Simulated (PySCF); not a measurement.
Compound: C₆H₁₂O.
SMILES: `C/C=C(\C)COC`

All values: wB97X-D/def2-SVPD (PySCF, non-relativistic), on one gas-phase PBE0-D3(BJ)/def2-SVP geometry that isn't relaxed in the solvent. The solvent is an IEF-PCM continuum (cavity from Bondi-type radii × 1.2), and excitations are vertical TDDFT with non-equilibrium linear response and a frozen core. Only the electrostatic response of the medium enters.

Gas-phase singlets (H = HOMO, L = LUMO):

```json
{"state": "S1", "E (eV)": "6.947", "λ (nm)": "178", "f": "0.011", "leading configurations": "H→L+1 55%, H→L 26%"}
{"state": "S2", "E (eV)": "6.984", "λ (nm)": "178", "f": "0.005", "leading configurations": "H-1→L 74%, H-1→L+1 10%"}
{"state": "S3", "E (eV)": "7.078", "λ (nm)": "175", "f": "0.455", "leading configurations": "H→L 68%, H→L+1 24%"}
{"state": "S4", "E (eV)": "7.563", "λ (nm)": "164", "f": "0.033", "leading configurations": "H-1→L+1 65%, H-1→L+2 19%"}
{"state": "S5", "E (eV)": "7.791", "λ (nm)": "159", "f": "0.012", "leading configurations": "H→L+3 52%, H→L+2 35%"}
```

Problem. What are the lowest 5 singlets in cyclohexane (ε = 2.017)?

Solution. 
| state | E (eV) | λ (nm) | f | leading configurations | change by rank (eV) |
| --- | --- | --- | --- | --- | --- |
| S1 | 6.911 | 179 | 0.471 | H→L 91% | -0.036 |
| S2 | 6.955 | 178 | 0.097 | H→L+1 87% | -0.029 |
| S3 | 7.023 | 177 | 0.030 | H-1→L 82%, H-1→L+1 9% | -0.055 |
| S4 | 7.585 | 163 | 0.035 | H-1→L+1 67%, H-1→L+2 19% | +0.022 |
| S5 | 7.833 | 158 | 0.014 | H→L+3 58%, H→L+2 28% | +0.042 |

Problem. Give the list for acetonitrile (ε = 35.69), n² = 1.81.

Solution. 
| state | E (eV) | λ (nm) | f | leading configurations | change by rank (eV) |
| --- | --- | --- | --- | --- | --- |
| S1 | 6.934 | 179 | 0.482 | H→L 90% | -0.013 |
| S2 | 7.000 | 177 | 0.077 | H→L+1 85% | +0.016 |
| S3 | 7.075 | 175 | 0.027 | H-1→L 84% | -0.003 |
| S4 | 7.645 | 162 | 0.022 | H-1→L+1 69%, H-1→L+2 18% | +0.082 |
| S5 | 7.929 | 156 | 0.015 | H→L+3 70%, H→L+2 11% | +0.138 |

Problem. The ground-state energy changes by -0.141 eV from gas to acetonitrile. By how much does the total energy of gas-phase S3 change?

Solution. E(S3) = E(S0) + excitation energy, so it changes by -0.141 − 0.144 = -0.285 eV: it is lowered more than the ground state, which is what a red shift means. This is the vertical state, with the slow part of the continuum still set for S0.

Problem. How do the frontier levels move from gas to acetonitrile?

Solution. 
```csv
orbital,gas (eV),solvent (eV),change (eV)
LUMO+2,2.91,3.03,+0.12
LUMO+1,2.27,2.38,+0.11
LUMO,2.15,2.19,+0.04
HOMO,-8.77,-8.72,+0.05
HOMO-1,-9.35,-9.43,-0.08
HOMO-2,-10.77,-10.85,-0.08
HOMO-3,-11.55,-11.44,+0.11
```

The HOMO–LUMO gap goes from 10.92 to 10.90 eV. Rows go by rank; for LUMO+2 the atom shares or the degeneracy differ between the runs, so the row needn't follow one orbital.

Shape of the structure used: `[CH3:1]/[CH:2]=[C:3](\[CH3:4])[CH2:5][O:6][CH3:7]`: C2–C3–C5–O6 126°, C3–C5–O6–C7 -69°.

Note: wB97X-D ran without an empirical dispersion term, which enters the total energy and its gradient alone.
